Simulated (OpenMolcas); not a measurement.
Computed levels of 2s2 2p3 in ions with 7 electrons, in cm-1 above 4S* 3/2.

```
Program             : OpenMolcas
Method              : SS-CASPT2, IPEA 0.25 Eh, imaginary shift 0.1 Eh
Basis               : ANO-R3
Scalar Hamiltonian  : X2C, finite nucleus
Spin-orbit coupling : RASSI with atomic mean-field integrals over the reference wave functions, term energies averaged over their components
```

Active space for each ion: 5 electrons in 4 orbitals (2s 2p); closed shells correlated by CASPT2: 1s.

```csv
Level,O+,Ne3+
2D* 3/2,27490,42330
2D* 5/2,27500,42360
2P* 3/2,40910,63360
2P* 1/2,40910,63360
```

**Question.** Estimate 2D* 3/2, 2D* 5/2 for F2+ from its neighbours O+ and Ne3+.

**Answer.** 2D* 3/2 is another term, which grows about linearly with the charge: (27490 + 42330) / 2 = 34910. The calculation gives 34970, so the estimate is off by -0.2 %.
2D* 5/2 is another term, which grows about linearly with the charge: (27500 + 42360) / 2 = 34930. The calculation gives 34980, so the estimate is off by -0.1 %.

Term energies are means over components that CASPT2 splits; among the terms shown or strongly mixed into the levels shown the widest spread is 150 cm-1 (2s2 2p3 2D*, F2+). Only configurations of the active space appear.

* marks odd parity.
